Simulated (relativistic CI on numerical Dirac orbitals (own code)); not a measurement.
Calculated at this level of theory: Dirac-Coulomb-Breit CI, separate exchange-only KLI orbitals for each configuration, model QED, unscaled Slater integrals (own radial code, finite nucleus).

The strongest absorption lines from the ground level of an ion, among the configurations computed and to levels below about 510 eV (vacuum wavelength in nm, gf): 2.9410 (2.7), 2.9503 (0.54), 2.9841 (0.48), 3.0058 (0.39), 8.1388 (1.5), 8.1595 (1.9), 8.3194 (1.3), 9.1332 (2.5).

Problem. Which ion is it?
A. Kr17+
B. Sr19+
C. Se15+
D. Mo23+

Solution. B. Sr19+ has 19 electrons and the ground level 3s2 3p6 3d 2D_3/2; the strongest line goes to 3s2 3p6 4f 2F°_5/2. The pattern of lines fixes the number of electrons, and along that sequence the line energies rise steadily with the charge (about as its square where n changes within one kind of shell, about linearly where n is kept but much faster in heavy ions where fine structure, which grows about as Z⁴, sets the gap, and irregularly where shells cross), which fixes Z. Configurations outside the model, such as inner-shell arrays, can give stronger lines. At this charge energies of transitions that change n are usually good to better than 1 %, and those within a shell (Δn = 0) to a few per cent.

LS names give the leading component of a level, which can be under half, so a name can repeat, a term be missing and a line seem to break the LS rules.
